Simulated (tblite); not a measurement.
Species: C4H5ClSi.
Atom-mapped SMILES: `[Cl:1][C:2]1=[CH:3][SiH2:4][CH:5]=[CH:6]1` (hydrogens: H7 on C3; H8, H9 on Si4; H10 on C5; H11 on C6)

All values are computed: GFN2-xTB (tblite) harmonic vibrations without scaling, gas phase. Against measured fundamentals such values can be off by several per cent, at times by over 20. Modes of hydrogen on silicon can be 10 to 20 % off.

Harmonic wavenumbers (cm⁻¹): 148.5, 253.6, 269.4, 362.4, 456.2, 489.9, 512.2, 551.6, 610.9, 726.8, 749.3, 771.4, 778.3, 798.3, 838.2, 910.6, 1024.6, 1112.0, 1186.1, 1301.0, 1553.5, 1600.1, 2263.1, 2265.2, 3077.3, 3104.4, 3125.2.

A = 6317, B = 1449, C = 1196 MHz; mass 115.985 u (most abundant isotopes); point group Cs, symmetry number 1.

Task: What is the zero-point energy?

Result: ½Σν̃ = 15420 cm⁻¹ = 184.46 kJ/mol.

Task: Entropy at 298.15 K, 1 bar (ideal gas, RRHO, classical rotation)?

Result: Translation 168.14, rotation 116.21, vibration 49.83: S = 334.2 J/(mol K).

Task: And Cp and H(298.15 K) − H(0)?

Result: Cp = 111.36 J/(mol K), of which vibrations give 78.10 (their classical limit is 27 R = 224.5); H(298.15 K) − H(0) = 19.48 kJ/mol without the zero-point energy, 9.57 from vibrations.

Task: Blend soft modes into free rotors: weight 1/[1 + (100 cm⁻¹/ν̃)⁴] for the oscillator and the rest for a rotor with moment μB/(μ + B), μ = h/(8π²ν), B = 10⁻⁴⁴ kg m². What vibrational entropy results?

Result: 49.75 J/(mol K) in place of 49.83, which changes −T·S at 298.15 K by +0.03 kJ/mol.

Task: What must be added to the electronic energy to get the Gibbs energy at 298.15 K and 1 bar?

Result: ZPE + [H(298.15 K) − H(0)] − T·S = 184.46 + 19.48 − 99.64 = 104.30 kJ/mol.

Task: Which modes carry the vibrational entropy at 298.15 K?

Result: 148.5 cm⁻¹: 11.26; 253.6 cm⁻¹: 7.14; 269.4 cm⁻¹: 6.69; 362.4 cm⁻¹: 4.65; 456.2 cm⁻¹: 3.25; 489.9 cm⁻¹: 2.86 J/(mol K); the other 21 give 13.98 together.

Task: How do the functions run with temperature in this model?

Result: 
```csv
T (K),S (J/(mol K)),Cp (J/(mol K)),H − H(0) (kJ/mol),G − H(0) (kJ/mol),ln q(vib)
150,275.9,62.8,6.50,-34.88,0.52
250,315.9,96.5,14.47,-64.50,1.54
400,370.7,137.5,32.22,-116.08,3.53
600,433.6,172.0,63.47,-196.70,6.43
900,509.6,201.9,120.00,-338.66,10.64
```

q(vib) and H(0) count from the zero-point level.

Hindered rotation and anharmonicity are outside this model.
